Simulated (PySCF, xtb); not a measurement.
5-methylidene-1,3-dioxolan-4-one (C4H4O3), SMILES O1COC(C1=O)=C.

GFN2-xTB run with xtb 6.7.1 at its own geometry gives an orbital gap of 3.53 eV and a dipole moment of 3.25 D.

Geometry: TPSSh-D3(BJ)/def2-SVP. The values are those of a single conformer.

**Question.** What does PBE/def2-TZVP run with PySCF give? (An estimate is asked for; the answer gives what the named calculation found.)

**Answer.** gap 3.70 eV (levels -6.14 and -2.43 eV), dipole 3.11 D.
